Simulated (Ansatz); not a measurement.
Stretching the B1–H2 bond in CH5BSe (SMILES CB[SeH]) (multiplicity 1 held, fragments rigid). Energies count from the point at 1.189 Å.
Geometry at that point (charge 0, multiplicity 1):
```xyz
8

B     -0.15281    -0.55344     1.06258
H     -1.13196    -0.58935     1.73550
C      1.16908    -1.26448     1.48164
H      0.97857    -2.33314     1.63198
H      1.49361    -0.88849     2.45850
H      2.00004    -1.16077     0.78257
Se    -0.23400     0.42532    -0.59759
H     -1.63466     0.86493    -0.49316
```

Restricted levels (R-, RO-) in cc, def2 and unpolarised 6-31G sets keep to the state of the molecule at rest. Active spaces are followed from a long bond inwards. Curves can end on different states.

Cores are frozen in the correlated methods. Filled d and f shells under p-block atoms count as core.

Run with Ansatz (Gaussian basis) for Hartree–Fock, density functionals and correlated methods. Each number belongs to the level named beside it.

Energies in eV.

```json
[
 {"R (Å)": "0.951", "R-HF/cc-pVTZ": "1.05", "CASSCF(2,2)/cc-pVTZ": "1.16", "FIC-MRCISD on CASSCF(2,2)/cc-pVTZ": "1.07", "FIC-MRCISD+Q on CASSCF(2,2)/cc-pVTZ": "1.07"},
 {"R (Å)": "1.070", "R-HF/cc-pVTZ": "0.21", "CASSCF(2,2)/cc-pVTZ": "0.26", "FIC-MRCISD on CASSCF(2,2)/cc-pVTZ": "0.22", "FIC-MRCISD+Q on CASSCF(2,2)/cc-pVTZ": "0.22"},
 {"R (Å)": "1.189", "R-HF/cc-pVTZ": "0.00", "CASSCF(2,2)/cc-pVTZ": "0.00", "FIC-MRCISD on CASSCF(2,2)/cc-pVTZ": "0.00", "FIC-MRCISD+Q on CASSCF(2,2)/cc-pVTZ": "0.00"},
 {"R (Å)": "1.307", "R-HF/cc-pVTZ": "0.15", "CASSCF(2,2)/cc-pVTZ": "0.09", "FIC-MRCISD on CASSCF(2,2)/cc-pVTZ": "0.13", "FIC-MRCISD+Q on CASSCF(2,2)/cc-pVTZ": "0.13"},
 {"R (Å)": "1.426", "R-HF/cc-pVTZ": "0.51", "CASSCF(2,2)/cc-pVTZ": "0.37", "FIC-MRCISD on CASSCF(2,2)/cc-pVTZ": "0.45", "FIC-MRCISD+Q on CASSCF(2,2)/cc-pVTZ": "0.45"},
 {"R (Å)": "1.605", "R-HF/cc-pVTZ": "1.21", "CASSCF(2,2)/cc-pVTZ": "0.94", "FIC-MRCISD on CASSCF(2,2)/cc-pVTZ": "1.08", "FIC-MRCISD+Q on CASSCF(2,2)/cc-pVTZ": "1.09"},
 {"R (Å)": "1.783", "R-HF/cc-pVTZ": "1.97", "CASSCF(2,2)/cc-pVTZ": "1.56", "FIC-MRCISD on CASSCF(2,2)/cc-pVTZ": "1.74", "FIC-MRCISD+Q on CASSCF(2,2)/cc-pVTZ": "1.76"},
 {"R (Å)": "2.080", "R-HF/cc-pVTZ": "3.18", "CASSCF(2,2)/cc-pVTZ": "2.49", "FIC-MRCISD on CASSCF(2,2)/cc-pVTZ": "2.73", "FIC-MRCISD+Q on CASSCF(2,2)/cc-pVTZ": "2.76"},
 {"R (Å)": "2.377", "R-HF/cc-pVTZ": "4.22", "CASSCF(2,2)/cc-pVTZ": "3.19", "FIC-MRCISD on CASSCF(2,2)/cc-pVTZ": "3.49", "FIC-MRCISD+Q on CASSCF(2,2)/cc-pVTZ": "3.53"},
 {"R (Å)": "2.734", "R-HF/cc-pVTZ": "5.25", "CASSCF(2,2)/cc-pVTZ": "3.72", "FIC-MRCISD on CASSCF(2,2)/cc-pVTZ": "4.08", "FIC-MRCISD+Q on CASSCF(2,2)/cc-pVTZ": "4.13"},
 {"R (Å)": "3.209", "R-HF/cc-pVTZ": "6.29", "CASSCF(2,2)/cc-pVTZ": "4.05", "FIC-MRCISD on CASSCF(2,2)/cc-pVTZ": "4.45", "FIC-MRCISD+Q on CASSCF(2,2)/cc-pVTZ": "4.51"},
 {"R (Å)": "3.804", "R-HF/cc-pVTZ": "7.22", "CASSCF(2,2)/cc-pVTZ": "4.17", "FIC-MRCISD on CASSCF(2,2)/cc-pVTZ": "4.58", "FIC-MRCISD+Q on CASSCF(2,2)/cc-pVTZ": "4.65"}
]
```

Doubts at one or more of the structures used: a restricted determinant that unrestricted orbitals would lower (R-HF/cc-pVTZ).

Ansatz is a quantum-chemistry and plane-wave program.
